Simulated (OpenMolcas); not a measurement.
An atom or ion with 39 electrons was computed by MS-CASPT2, IPEA 0.25 Eh, imaginary shift 0.1 Eh with spin-orbit coupling (OpenMolcas, ANO-RCC-VQZP, DKH2). The lowest levels that the run gave, each within 12 % of the measured value where one is at hand:

```csv
J,Parity,E (cm⁻¹),g
3/2,even,0.0,0.403
5/2,even,761,1.029
7/2,even,1720,1.237
9/2,even,2810,1.330
3/2,even,10420,1.636
1/2,even,10480,2.477
7/2,even,11490,0.891
5/2,even,11800,1.597
9/2,even,12260,1.090
1/2,even,13810,0.859
3/2,even,13980,1.246
9/2,even,16170,0.934
```

Q: Which ion is it, and what are the configurations and terms?

A: Mo3+ (Z = 42, charge +3; active space 3 electrons in 10 orbitals (4d 5d)). J, parity and g give the terms where levels are pure, and mixed ones are named by the computed weights; the size of the splittings, set against known spectra of the 39-electron sequence, gives the charge. In order, with the measured energies in cm⁻¹ (Sugar and Musgrove, J. Phys. Chem. Ref. Data 17, 155 (1988)): 4d³ ⁴F_3/2, 4d³ ⁴F_5/2 (778), 4d³ ⁴F_7/2 (1760), 4d³ ⁴F_9/2 (2865), 4d³ ⁴P_3/2 (10331), 4d³ ⁴P_1/2 (10338), 4d³ ²G_7/2 (11580), 4d³ ⁴P_5/2 (11612), 4d³ ²G_9/2 (12311), 4d³ ²P_1/2 (14348), 4d³ ²P_3/2 [50 %], 4d³ ²H_9/2 (15995).

CASPT2 breaks the degeneracy within a term, and the mean is taken; among the terms shown or strongly mixed into the levels shown the widest spread is 650 cm-1 (4d³ ⁴F). Active for correlation alone: 5d; no level in the range computed is led by a configuration that fills it, so any true level of that kind is missing. The CASPT2 spread within a term exceeds the gap to the next term for 4d³ ²H and 4d³ ²D(1), so the order of their levels is uncertain. Computed and measured levels are paired by configuration, term and J; levels that our copy of the source lacks, or whose pairing is in doubt (as where it misses far off the trend of its configuration), stay unpaired and out of the deviations. Levels of configurations outside the active space are missing.

A share in square brackets marks a mixed level and gives the weight of the term that names it. A number in round brackets counts repeated terms of one configuration in the order of the reference energies.
